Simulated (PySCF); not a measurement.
Ca: ionisation energy

Ca [Ar] 4s2 (1S) → Ca+ [Ar] 4s1 (2S), as a difference of total energies. Calculation: PySCF 2.14, in 6-31G* (5s4p3d, 32 functions); the non-relativistic Hamiltonian (point nucleus). Correlated levels: valence: [Ar] frozen. The calculations carry no spin-orbit coupling.

```csv
method,ionisation energy (eV)
UHF,5.128
PBE0,6.030
MN15,6.298
MP2 (valence),5.600
SCS-MP2 (valence),5.694
CCSD (valence),5.849
```

**Question.** How much does correlation contribute at MP2 (valence)?

**Answer.** 5.600 − (5.128) = 0.472 eV, measured against UHF.

These non-relativistic numbers lack the scalar-relativistic shift.

Errors of the correlated levels include the incompleteness of this basis and the frozen core.

With two correlated electrons CCSD is exact in that space.

For comparison: 6.113 eV (measured; NIST Atomic Spectra Database, ionization energies).
